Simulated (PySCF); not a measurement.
A small calculation by hand: dipole moment from atomic charges

Zr(Cl)3(NH2) (Cl₃H₂NZr), SMILES [NH2][Zr]([Cl])([Cl])[Cl], multiplicity 1. Atoms are numbered in the order given.

```xyz
7

Zr     0.0197     0.0876    -0.1403
Cl    -0.2121     1.3503     1.8279
Cl     1.9771    -1.1942    -0.0237
Cl    -1.9480    -1.1187    -0.5404
N      0.2438     1.3430    -1.6654
H      1.1312     1.7212    -1.9949
H     -0.5133     1.7385    -2.2216
```
Charge 0, spin multiplicity 1.

Coordinates come from a PBE0-D3(BJ)/def2-SVP optimisation. The multiplicity is an assumed one; no other spin state was optimised. The structure was generated by enumeration; whether it is a known compound was not checked. The def2 effective core potentials stand for the cores of Zr; spin–orbit coupling is left out. The values are those of a single conformer.

Charges (e) from PBE/def2-TZVP (PySCF):

```
atom  Mulliken  ESP fit
----  --------  -------
Zr1      1.266    0.791
Cl2     -0.347   -0.233
Cl3     -0.340   -0.206
Cl4     -0.339   -0.204
N5      -0.747   -0.906
H6       0.253    0.380
H7       0.254    0.377
```

The dipole moment of the full density is 2.87 D.

**Question.** What dipole moment does each set of point charges give, and which comes closer to that of the density?

**Answer.** 
μ = Σ q r, and 1 e Å = 4.8032 D.
Mulliken: Σ q r = (0.060, 0.301, -0.446) e Å, |μ| = 2.60 D.
ESP fit: Σ q r = (0.071, 0.322, -0.509) e Å, |μ| = 2.91 D.
ESP fit comes closer in size. Point charges leave out the atoms' own dipoles (lone pairs, polarised bonds); fits to the potential absorb them, partitions of the density don't.
